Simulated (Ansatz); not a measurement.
System: BNH₅, charge 0, doublet. BNH5 (SMILES [BH3-][NH2+], doublet).
B3LYP-D3(BJ)/def2-TZVP minimum from Ansatz (a program for electronic structure):
```
B
N 1 1.4529
H 2 1.0091 1 123.80
H 2 1.0095 3 113.27 1 -180.00
H 1 1.1952 2 115.55 3 0.00
H 1 1.2537 5 115.75 2 130.23
H 1 1.2537 5 115.75 6 99.53
```
Charge 0, spin multiplicity 2.

Wanted: atomisation energy (electronic, to ground-state atoms), in kcal/mol. Radicals and triplets start from unrestricted determinants; spin-orbit coupling is neglected. CBS(X,Y): correlation extrapolated as X^-3, Hartree-Fock from the larger set. A bracket is a step between two methods taken in the basis named. The functionals are non-relativistic, so their misses hold any scalar relativity. Double hybrids freeze cores in their MP2 part. 'core' is core correlation in cc-pwCVTZ, 'X2C' scalar relativity in cc-pVTZ-DK, both at CCSD(T). For partners of very few electrons the exact lower level stands in for a higher one. The UHF reference of H5BN ([BH3-][NH2+], doublet) is spin-contaminated (<S^2> up to 0.04 over the pure value in the sets run).

CCSD(T)/CBS(cc-pVTZ,cc-pVQZ) + [CCSDT(Q) - CCSD(T)]/cc-pVTZ + core + X2C (Ansatz) gives 507.2 kcal/mol.

**Question.** How far off this value is PBE/def2-TZVPD (Ansatz), in which direction, and how far these levels: r2SCAN/def2-TZVPD, B3LYP/def2-TZVPD, PBE0/def2-TZVPD, wB97M-V/def2-TZVPD, B2PLYP/def2-TZVPD, CCSD(T)/CBS(cc-pVTZ,cc-pVQZ) + core + X2C?

**Answer.** PBE gives 522.8 kcal/mol, 15.6 kcal/mol above it. Differences of the others: r2SCAN/def2-TZVPD (Ansatz) 8.4; B3LYP/def2-TZVPD (Ansatz) 9.8; PBE0/def2-TZVPD (Ansatz) 4.3; wB97M-V/def2-TZVPD (Ansatz) 5.4; B2PLYP/def2-TZVPD (Ansatz) -1.4; CCSD(T)/CBS(cc-pVTZ,cc-pVQZ) + core + X2C (Ansatz) -0.5 kcal/mol.
